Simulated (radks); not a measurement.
Dynamic dipole polarisability and lines of the chromium ion Cr14+, [Ne]. Method: scalar-relativistic Kohn-Sham, LB94 model potential, spin-unpolarised, spherical densities, finite nucleus; Fermi nuclear charge, rms radius of each element as measured or else 0.836 A^(1/3) + 0.57 fm; computed with a radial shooting solver on a logarithmic mesh with Libxc functionals. Time-dependent linear response with the Hartree and adiabatic LDA kernel, continuum included through the Sternheimer equations, no spin-orbit coupling, so fine structure and intercombination lines are absent. Lines are the poles of the dipole polarisability below minus the highest occupied eigenvalue, found on a grid refined at the orbital gaps; the lowest seven at most are given, and weak or close lines can be missed. The first line takes the name of the lowest orbital gap if no other gap lies below it; otherwise a line is named after a gap within 0.6 % of it, if that gap stands alone.

| photon energy (eV) | alpha (bohr^3) |
|---|---|
| 0 | 0.008519 |
| 49.339 | 0.008559 |
| 148.02 | 0.008876 |
| 246.70 | 0.009639 |
| 345.38 | 0.01110 |
| 444.05 | 0.01413 |
| 542.73 | 0.02360 |
| 641.41 | 0.1002 |
| 740.09 | -0.01569 |
| 838.77 | -0.01098 |
| 937.45 | 0.01456 |

Lines (eV, oscillator strength): 579.40 (2.140 nm, 2p-3s), f = 0.197; 657.44 (1.886 nm, unassigned), f = 2.61; 710.84 (1.744 nm, 2s-3p), f = 0.464; 778.90 (1.592 nm, 2p-4s), f = 0.0390; 809.41 (1.532 nm, 2p-4d), f = 0.690; 878.76 (1.411 nm, unassigned), f = 0.294; 892.96 (1.388 nm, unassigned), f = 0.134. Higher lines, where found, are left out when the end of the mesh affects them. Those listed give 80 % of the static polarisability (sum of f/w^2). Orbital energy gaps for comparison: 2p-3s 577.85 eV; 2p-3d 646.39 eV; 2s-3p 709.77 eV; 2p-4s 778.29 eV; 2p-4d 805.05 eV.
